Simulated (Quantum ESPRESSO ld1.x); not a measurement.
The run below uses ld1.x (Quantum ESPRESSO 7.5).

```
 &input
    atom='Mn',
    iswitch=1,
    rel=1,
    lsd=1,
    dft='PW',
    config='[Ne] 3s1',
    verbosity='high',
    prefix='ld1',
    max_out_wfc=37,
    file_charge='ld1.rho',
 /
```

Command: `OMP_NUM_THREADS=1 ld1.x < ld1.in > ld1.out`

It prints (banner and zero overlaps left out):

```
     Program LD1 v.7.5 starts

     --------------------------- All-electron run ----------------------------

     scalar relativistic calculation

     atomic number is 25.00
     dft =PW   lsd =1 sic =0 latt =0  beta=0.20 tr2=1.0E-14
     Exchange-correlation= PW
                           (   1   4   0   0   0   0   0)
     mesh =1979 r(mesh) =  99.99540 a.u. xmin = -8.00 dx = 0.00800
     1 Ry =  13.60569312 eV, c = 137.03599908

     n l     nl                  e(Ry)          e(Ha)          e(eV)
     1 0     1S 1( 1.00)    -503.834564090    -251.917282045  -6855.0184638
     2 0     2S 1( 1.00)     -85.062423039     -42.531211520  -1157.3332242
     2 1     2P 1( 3.00)     -77.093643048     -38.546821524  -1048.9124490
     3 0     3S 1( 1.00)     -31.080302128     -15.540151064   -422.8690529
     1 0     1S 2( 1.00)    -503.764593210    -251.882296605  -6854.0664614
     2 0     2S 2( 1.00)     -84.979689555     -42.489844777  -1156.2075778
     2 1     2P 2( 3.00)     -77.017728004     -38.508864002  -1047.8795722
     3 0     3S 2( 0.00)     -30.540140794     -15.270070397   -415.5197836

     final scf error:  1.4E-15 reached in  14 iterations

     Etot =   -2135.576258 Ry,   -1067.788129 Ha,  -29055.995207 eV
     Total magnetization:    1.00 Bohr mag.

     Ekin =    2160.765394 Ry,    1080.382697 Ha,   29398.710859 eV
     Encl =   -4710.114282 Ry,   -2355.057141 Ha,  -64084.369489 eV
     Eh   =     489.061977 Ry,     244.530989 Ha,    6654.027183 eV
     Exc  =     -75.289348 Ry,     -37.644674 Ha,   -1024.363759 eV
```

Run on one thread of a shared host, so times are rough (Intel(R) Xeon(R) Processor @ 2.60GHz): 0.49 s of CPU time, 0.85 s wall, 14 iterations on 1979 mesh points.
